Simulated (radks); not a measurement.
Spin polarisation of the 4f7 shell in Eu. Start: [Xe] 4f(up 3.5, down 3.5) 6s2; electrons of 4f are moved from spin down to spin up, other shells keep equal spins. Method: scalar-relativistic Kohn-Sham, r2SCAN, spin-polarised, spherical densities, finite nucleus; meta-GGA in the generalised Kohn-Sham scheme; Fermi nuclear charge, rms radius of each element as measured or else 0.836 A^(1/3) + 0.57 fm; computed with a radial shooting solver on a logarithmic mesh with Libxc functionals.

moment (Bohr magnetons) = 0: E - E(0) (eV) 0.000; e(4f up) (eV) -2.524; e(4f down) (eV) -2.524; 6s down minus up (eV) 0.000; 5p down minus up (eV) 0.000; 5s down minus up (eV) 0.000
moment (Bohr magnetons) = 1: E - E(0) (eV) -0.235; e(4f up) (eV) -2.974; e(4f down) (eV) -2.033; 6s down minus up (eV) 0.047; 5p down minus up (eV) 0.366; 5s down minus up (eV) 0.531
moment (Bohr magnetons) = 2: E - E(0) (eV) -0.941; e(4f up) (eV) -3.382; e(4f down) (eV) -1.503; 6s down minus up (eV) 0.095; 5p down minus up (eV) 0.734; 5s down minus up (eV) 1.062
moment (Bohr magnetons) = 3: E - E(0) (eV) -2.115; e(4f up) (eV) -3.745; e(4f down) (eV) -0.932; 6s down minus up (eV) 0.144; 5p down minus up (eV) 1.105; 5s down minus up (eV) 1.596
moment (Bohr magnetons) = 4: E - E(0) (eV) -3.754; e(4f up) (eV) -4.058; e(4f down) (eV) -0.320; 6s down minus up (eV) 0.194; 5p down minus up (eV) 1.482; 5s down minus up (eV) 2.132

At moment 4 the spin-polarisation energy is -3.754 eV and the 4f exchange splitting 3.738 eV, that is 0.935 eV per Bohr magneton; E = -I m^2/4 would give I = 0.939 eV.
